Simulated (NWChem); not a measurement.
Species: AlClF2; SMILES [F][Al]([F])[Cl]

```xyz
4

Al     0.0000     0.0000     0.4211
F      0.0000    -1.4183     1.2575
F      0.0000     1.4183     1.2575
Cl     0.0000     0.0000    -1.6454
```
Atoms are numbered in this order, from 1.

Results from NWChem. Geometry optimised at PBE0/def2-SVP; all other runs use it. Pople sets run with spherical d functions. Vzz has the sign of the potential's second derivative.

```csv
quantity,level,value
anisotropy (bohr³) at 589 nm,PBE0/def2-SVPD,8.9
"vertical, lowest excitation, singlet (eV)","PBE0/6-31G*, full TDDFT",7.03
dipole (D),r2SCAN0/6-31G*,0.11
Vzz Cl4 (a.u.),PBE0/cc-pVTZ,1.424
highest harmonic frequency (cm⁻¹),PBE0/def2-SVP,981
```
